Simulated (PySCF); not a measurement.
Constitutional and geometric isomers with formula C3H6Si. Isolated molecules, 0 K electronic values unless said otherwise. One relaxed conformer stands for each flexible species; it need not be the lowest. Strings in code marks are SMILES.

The numbers are results of B3LYP-D3(BJ)/def2-TZVP (PySCF 2.14.0), not measurements. All candidates: neutral, multiplicity 1. B3LYP has the VWN-RPA correlation part, as in Gaussian. 

```yaml
HOMO–LUMO gap: 6.91 eV
LUMO: -0.41 eV
HOMO: -7.31 eV
```

### Question
Which member has these values?
A. `C1=C[SiH2]C1`
B. `C=C=C[SiH3]`
C. `CC=C=[SiH2]`
D. `C#C[SiH2]C`

### Answer
B, `C=C=C[SiH3]`. The others give `C#C[SiH2]C`: 7.65 eV, -0.25 eV, -7.90 eV; `C1=C[SiH2]C1`: 7.09 eV, -0.35 eV, -7.44 eV; `CC=C=[SiH2]`: 4.80 eV, -1.14 eV, -5.94 eV
